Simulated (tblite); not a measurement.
Species: C6H14OSSi.
Atom-mapped SMILES: `[CH2:1]=[CH:2][Si@@H:3]([SH:4])[O:5][C:6]([CH3:7])([CH3:8])[CH3:9]` (hydrogens: H10, H11 on C1; H12 on C2; H13 on Si3; H14 on S4; H15, H16, H17 on C7; H18, H19, H20 on C8; H21, H22, H23 on C9)

The geometry is computed with GFN2-xTB (gas phase).

(1) What internal coordinates does the optimisation give?

Answers

(1) 
| bond | length (Å) | order |
| --- | --- | --- |
| C1=C2 | 1.325 | double |
| C2–Si3 | 1.884 | single |
| Si3–S4 | 2.153 | single |
| Si3–O5 | 1.610 | single |
| O5–C6 | 1.416 | single |
| C6–C7, C6–C8, C6–C9 | 1.529 | single |
| C1–H10 | 1.079 | single |
| C1–H11 | 1.080 | single |
| C2–H12 | 1.082 | single |
| Si3–H13 | 1.464 | single |
| S4–H14 | 1.322 | single |
| C7–H15 and 8 like bonds | 1.087 | single |

Bonds in one row agree within 0.01 Å and their mean is given. Orders are formal, as drawn. A selection of angles:
| angle | degrees |
| --- | --- |
| C2–C1–H10 | 121.6 |
| C2–C1–H11 | 122.7 |
| H10–C1–H11 | 115.7 |
| C1–C2–Si3 | 124.8 |
| C1–C2–H12 | 118.3 |
| Si3–C2–H12 | 116.8 |
| C2–Si3–S4 | 108.2 |
| C2–Si3–O5 | 115.2 |
| C2–Si3–H13 | 109.9 |
| S4–Si3–O5 | 101.5 |
| S4–Si3–H13 | 107.7 |
| O5–Si3–H13 | 113.6 |
| Si3–S4–H14 | 95.9 |
| Si3–O5–C6 | 132.9 |
| O5–C6–C7 | 106.4 |
| O5–C6–C8 | 111.3 |
| O5–C6–C9 | 107.8 |
| C7–C6–C8 | 110.3 |
| C7–C6–C9 | 110.7 |
| C6–C7–H15 | 109.9 |
| H15–C7–H16 | 109.0 |
| H15–C7–H17 | 108.5 |

Torsions: C1–C2–Si3–S4 -93° (anticlinal); C2–Si3–O5–C6 77° (synclinal); Si3–O5–C6–C7 -150°; H14–S4–Si3–C2 138° (anticlinal).

Si3 (oxygen-bound silicon) is distorted tetrahedral (angles from 101.5° to 115.2°). Of the pairs four or more bonds apart, Si3···H19 is among the closest relative to their van der Waals radii: 2.94 Å, 89 % of the sum of Bondi's values. The C–C distances run from 1.325 Å (C1=C2, drawn double) to 1.530 Å (C6–C7, drawn single), a spread of 0.205 Å. O5 (silyl ether oxygen) is bent (angle 132.9°).

Point group: C1 (no symmetry element, even within 0.4 Å). Its GFN2-xTB frequencies are all real (lowest 17 cm⁻¹). One conformer, not necessarily the lowest (C1–C2–Si3–S4 -93°, C2–Si3–S4–H 138°, C2–Si3–O5–C6 77°).
